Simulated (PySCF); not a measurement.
C2H6Se. Atoms are numbered in the order given.

```xyz
9

C      1.4637     0.0000     0.8255
Se     0.0000     0.0000    -0.4777
C     -1.4637     0.0000     0.8255
H      1.4253     0.9075     1.4588
H      2.4092     0.0000     0.2506
H      1.4253    -0.9075     1.4588
H     -1.4253     0.9075     1.4588
H     -2.4092     0.0000     0.2506
H     -1.4253    -0.9075     1.4588
```

Geometry: PBE-D3(BJ)/def2-SVP.

The numbers are results of PBE/pcSseg-1 run with PySCF, not measurements.

GIAO shieldings, no solvent; atoms alike by connectivity are averaged. δ = σ(ref) − σ: ¹³C against TMS (σ = 182.0 ppm); ⁷⁷Se against Me2Se (σ = 1634.8 ppm); ¹H against TMS (σ = 31.49 ppm), references at their B3LYP-D3(BJ)/def2-TZVP geometries, non-relativistic.

```json
[
 {"atoms": "C1, C3", "nucleus": "¹³C", "count": "2", "δ (ppm)": "22.4"},
 {"atoms": "Se2", "nucleus": "⁷⁷Se", "count": "1", "δ (ppm)": "16.6"},
 {"atoms": "H4, H5, H6, H7, H8, H9", "nucleus": "¹H", "count": "6", "δ (ppm)": "?"}
]
```

Problem. Complete the blanks. (An estimate is asked for; the answer gives what the named calculation found.)

Solution. 
- H4, H5, H6, H7, H8, H9, δ (ppm): 2.35
